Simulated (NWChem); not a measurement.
All runs are NWChem calculations. System: BF$_{2}$, charge 0, spin multiplicity 2, at a geometry optimised with UB3LYP/def2-SVP. The structure started from a generated list of species. Its SCF solution wasn't tested for a lower state. Level: UMP2/def2-TZVP, 3 core orbitals frozen.

Part of the output:

```
             Northwest Computational Chemistry Package (NWChem) 7.3.0
             --------------------------------------------------------

                                NWChem Input Module
                                -------------------

 Scaling coordinates for geometry "geometry" by  1.889725989
 (inverse scale =  0.529177249)

 Turning off AUTOSYM since
 SYMMETRY directive was detected!

                             Geometry "geometry" -> ""
                             -------------------------

 Output coordinates in angstroms (scale by  1.889725989 to convert to a.u.)

  No.       Tag          Charge          X              Y              Z
 ---- ---------------- ---------- -------------- -------------- --------------
    1 F                    9.0000     1.14018700     0.00000000     0.13988800
    2 B                    5.0000     0.00000000     0.00000000    -0.50359800
    3 F                    9.0000    -1.14018700     0.00000000     0.13988800

 Effective nuclear repulsion energy (a.u.)      55.1735205563

            Nuclear Dipole moment (a.u.)
            ----------------------------
        X                 Y               Z
 ---------------- ---------------- ----------------
     0.0000000000     0.0000000000    -0.0000113384

      Symmetry information
      --------------------

 Group name             C2v
 Group number             16
 Group order               4
 No. of unique centers     2

      Symmetry unique atoms

     1    2


 Summary of "ao basis" -> "" (spherical)
 ------------------------------------------------------------------------------
       Tag                 Description            Shells   Functions and Types
 ---------------- ------------------------------  ------  ---------------------
 *                         def2-tzvp                  on all atoms

 Summary of "ao basis" -> "ao basis" (spherical)
 ------------------------------------------------------------------------------
       Tag                 Description            Shells   Functions and Types
 ---------------- ------------------------------  ------  ---------------------
 F                         def2-tzvp                11       31   5s3p2d1f
 B                         def2-tzvp                11       31   5s3p2d1f

                                 NWChem SCF Module
                                 -----------------

  ao basis        = "ao basis"
  functions       =    93
  atoms           =     3
[...]
     2   0 2 0    -10.171819     -5.780484     -4.391335      0.000000
     2   0 1 1      0.000000     -0.000000      0.000000      0.000000
     2   0 0 2    -11.708611    -11.541729     -5.953044      5.786161

                   NWChem MP2 Semi-direct Energy/Gradient Module
                   ---------------------------------------------

  Basis functions       =     93
  Molecular orbitals    =     93
  Frozen core           =      3
  Frozen virtuals       =      0
  Active alpha occupied =      9
  Active beta occupied  =      8
  Active alpha virtual  =     81
  Active beta virtual   =     82
  Use MO symmetry       = T
  Use skeleton AO sym   = T

  AO/Fock/Back tols     =   1.0D-09  1.0D-09  1.0D-09

 GA uses MA = F    GA memory limited = T

 Available:
  local mem=  1.26D+08
 global mem=  1.44D+08
 local disk=  0.00D+00
  mp2_memr nvloc                    81
  nvloc new                    81
   1 passes of   9:        5242880                      54079                  10670370.
   1 passes of   9: M    126153198           G      144161902           F     120910318.

 Semi-direct pass number   1 of   1  for UHF alpha       at        2.5s
  vrange nnbf                  4299
  mp2_eaftype                    40  avail_ma_in_mb                  1099
 EAF : mp2_eaftype filesize          40    5335185.
  mp2_eaf for mointskh                     40
Node 0 wrote     25.1 Mb in      0.0 s     Agg I/O rate:  1160.0 Mb/s
 Done moints_semi at        5.2s
  mp2_eaftype                    40  avail_ma_in_mb                  1059
 EAF : mp2_eaftype filesize          40    5335185.
  mp2_eaf for kh                    40
 Done maket at        5.4s
 Done multipass loop at        5.4s

 GA uses MA = F    GA memory limited = T

 Available:
  local mem=  1.26D+08
 global mem=  1.44D+08
 local disk=  0.00D+00
  mp2_memr nvloc                    82
  nvloc new                    82
   1 passes of   8:        5242880                      50430                   9603358.
   1 passes of   8: M    126153198           G      144161902           F     120910318.

 Semi-direct pass number   1 of   1  for UHF beta        at        5.5s
  vrange nnbf                  4299
  mp2_eaftype                    36  avail_ma_in_mb                  1099
 EAF : mp2_eaftype filesize          36    4801679.
  mp2_eaf for mointskh                     36
Node 0 wrote     22.6 Mb in      0.0 s     Agg I/O rate:  1117.3 Mb/s
 Done moints_semi at        8.4s
  mp2_eaftype                    36  avail_ma_in_mb                  1063
 EAF : mp2_eaftype filesize          36    4801679.
  mp2_eaf for kh                    36
 Done maket at        8.6s
 Done multipass loop at        8.6s

          -------------------------------------------
          SCF energy                -223.719893757637
          Correlation energy          -0.565928733844
          Singlet pairs                0.000000000000
          Triplet pairs                0.000000000000
          Total MP2 energy          -224.285822491481
          -------------------------------------------

          ---------------------------------------------------
                    Spin Component Scaled (SCS) MP2
          Same spin pairs                     -0.151023034599
          Same spin scaling factor             0.333333333333
          Opposite spin pairs                 -0.414905699246
          Opposite spin scaling fact.          1.200000000000
          SCS-MP2 correlation energy          -0.548227850628
          Total SCS-MP2 energy              -224.268121608264
          ---------------------------------------------------

 -----------------------
 Performance information
 -----------------------

 Timer overhead =  2.44D-07 seconds/call

               Nr. of calls         CPU time (s)                 Wall time (s)                GFlops
             ---------------    -------------------     ------------------------------   -------------------
Name         Min   Avg   Max    Min     Avg     Max     Min     Avg     Max   Mx/calls   Min     Max     Sum
mp2: moin     2     2     2    5.6     5.6     5.6      5.6     5.6     5.6     2.8      0.0     0.0     0.0
mp2: make     2     2     2   0.42    0.42    0.42     0.42    0.42    0.42    0.21      0.0     0.0     0.0
mp2: tota     1     1     1    6.2     6.2     6.2      6.2     6.2     6.2     6.2      0.0     0.0     0.0

 The average no. of pstat calls per process was 5.00D+00
 with a timing overhead of 1.22D-06s

 Task  times  cpu:        8.5s     wall:        8.5s

 Total times  cpu:        8.6s     wall:        8.6s
```

Task: Write an NWChem input that would produce this output.

Result: Several could match; the one computed here: 
```
start mol
memory heap 200 mb stack 900 mb global 1100 mb
geometry units angstroms nocenter noautoz
  F      1.140187     0.000000     0.139888
  B      0.000000     0.000000    -0.503598
  F     -1.140187     0.000000     0.139888
  symmetry group C2v
end
basis spherical
  * library def2-tzvp
end
scf
  uhf
  nopen 1
  maxiter 100
  thresh 1e-7
  semidirect memsize 60000000 filesize 0
  # guess.movecs holds the orbitals of an unrestricted PBE0 run
  vectors input guess.movecs output mol.movecs
end
mp2
  freeze core 3
end
task mp2 energy
```
